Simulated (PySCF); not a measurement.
CH₅GaO₃.

```xyz
10

Ga     0.1021     0.2976     0.1879
O      1.1769     1.7074     0.2224
H      1.7503     1.7587    -0.5498
O     -1.0449    -0.0048     1.5062
H     -1.0048     0.6622     2.1994
O      0.1722    -0.8231    -1.1796
C     -0.6307    -1.9657    -1.3020
H     -1.2252    -1.9154    -2.2316
H     -0.0002    -2.8709    -1.3608
H     -1.3347    -2.1024    -0.4613
```

Geometry: PBE0-D3(BJ)/def2-SVP. The structure was generated by enumeration; whether it is a known compound was not checked. One conformer was computed; it need not be the lowest.

Computed with PBE/pcSseg-1 (PySCF). Non-relativistic, no solvent.

Computed absolute GIAO shielding of each atom: isotropic value and principal components (ppm):
```json
[
 {"atom": "Ga1", "σ(iso)": "1415.9", "σ11": "1182.3", "σ22": "1511.8", "σ33": "1553.6", "span": "371.3"},
 {"atom": "O2", "σ(iso)": "291.6", "σ11": "236.1", "σ22": "307.5", "σ33": "331.1", "span": "95.1"},
 {"atom": "H3", "σ(iso)": "29.6", "σ11": "21.2", "σ22": "24.6", "σ33": "43.1", "span": "21.9"},
 {"atom": "O4", "σ(iso)": "299.4", "σ11": "237.5", "σ22": "328.8", "σ33": "331.9", "span": "94.4"},
 {"atom": "H5", "σ(iso)": "29.6", "σ11": "21.5", "σ22": "24.3", "σ33": "43.1", "span": "21.6"},
 {"atom": "O6", "σ(iso)": "280.4", "σ11": "186.7", "σ22": "308.6", "σ33": "345.9", "span": "159.2"},
 {"atom": "C7", "σ(iso)": "120.6", "σ11": "88.1", "σ22": "93.7", "σ33": "180.1", "span": "91.9"},
 {"atom": "H8", "σ(iso)": "27.1", "σ11": "23.0", "σ22": "24.2", "σ33": "34.1", "span": "11.1"},
 {"atom": "H9", "σ(iso)": "27.1", "σ11": "23.0", "σ22": "24.2", "σ33": "34.1", "span": "11.1"},
 {"atom": "H10", "σ(iso)": "26.7", "σ11": "21.3", "σ22": "25.3", "σ33": "33.6", "span": "12.3"}
]
```
